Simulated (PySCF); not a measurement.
Dipole response of Sc²⁺ (scandium, charge +2)

[Ar] 4s1, 2S determinant (an excited configuration). Computed with PySCF 2.14 in aug-cc-pwCVTZ (10s9p7d4f3g, 127 functions), with no relativity, point nucleus. Coupled (time-dependent) response in atomic units; α is the mean over directions.

```
method  mean α (bohr³)  C₆ (like pair)  S(−4)
revPBE           38.71           197.3   1501
```

S(−4) is the Cauchy moment in α(ω) = α(0) + S(−4) ω² + …

α(iu) at revPBE:

| u (hartree) | α(iu) (bohr³) |
| --- | --- |
| 0 | 38.71 |
| 0.0500 | 35.31 |
| 0.100 | 28.08 |
| 0.200 | 16.05 |
| 0.300 | 10.00 |
| 0.500 | 5.346 |
| 0.750 | 3.389 |
| 1.00 | 2.497 |
| 1.50 | 1.591 |
| 2.00 | 1.109 |
| 3.00 | 0.6236 |
| 5.00 | 0.2798 |

For an ion, C₆ is the dispersion term alone; charge-induced terms of lower order in 1/R come first.
